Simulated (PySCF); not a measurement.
Electron correlation in Ir⁺ (iridium, charge +1)

[Xe] 4f14 5d7 6s1, high-spin 5F determinant. All numbers are calculated (PySCF 2.14, a scalar-relativistic core potential, in def2-TZVPPD with the def2 core potential (60 electrons)). Frozen: nothing; 16 electrons correlated.

| level | correlation energy (mhartree) |
| --- | --- |
| CCSD | -401.77 |
| (T) | -10.78 |
| CCSD(T) | -412.55 |

Diagnostics: T1 = 0.0082, D1 = 0.0290, largest double amplitude 0.022.

Question: Is a single reference adequate?

Answer: Yes, within this model without spin-orbit coupling: T1 lies below 0.03 and no double amplitude reaches 0.07.

The basis has no tight functions for the innermost shells, so their pair energies are far from complete.

This basis was not built for core-valence correlation, so the inner-shell part is incomplete.
